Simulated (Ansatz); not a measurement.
Reaction (atomization): `[CH3][Ga][SH]`• → C• + Ga• + 4 H• + S•

Gas-phase electronic energies from Ansatz, PBE0-D4/def2-TZVP geometries. CCSD(T)/CBS is the MP2 limit (def2-TZVPP, def2-QZVPP) plus CCSD(T) − MP2 in def2-TZVPP, frozen cores. This one scheme is used for every species, atoms too. DFT in def2-TZVPP. No spin–orbit coupling; open shells (•) take unrestricted orbitals. Spin–orbit coupling would lower the free atoms: a little for C, S; clearly for Ga. For Ga outer-core shells are correlated without core-valence functions, so the limit isn't a true one: a few kJ/mol of doubt a bond, and 10 to 20 or more in all where bonds break to atoms. Scalar relativity is left out up to krypton. Each species was taken in one conformer, which may not be the lowest.

CCSD(T)/CBS gives +22.21 eV.

Task: Another level gave +22.29 eV. Which?
A. BLYP-D4/def2-TZVPP
B. PBE0-D4/def2-TZVPP
C. HF/def2-TZVPP
D. CCSD/def2-TZVPP

Result: B. PBE0-D4 22.29, BLYP-D4 21.96, CCSD/def2-TZVPP 21.45, HF/def2-TZVPP 16.45 eV.

Largest T1 diagnostic among the species: 0.014.

From r2SCAN to r2SCAN0 (25 % exact exchange), in def2-TZVPP and without D4, ΔE moves by −0.27 eV: exact exchange takes away binding that semilocal exchange gives to molecules. At CCSD(T), def2-SVP lies −1.29 eV from the extrapolated value and def2-TZVPP −0.44 eV: correlation converges slowly with the basis, and small sets miss more of it in the bonded molecule than in its fragments.

For atomizations the MP2-based limit and the directly extrapolated one differ by several kJ/mol either way, and by 10 to 25 for some Ge, Se and Sn compounds, so smaller differences from it don't rank the levels.
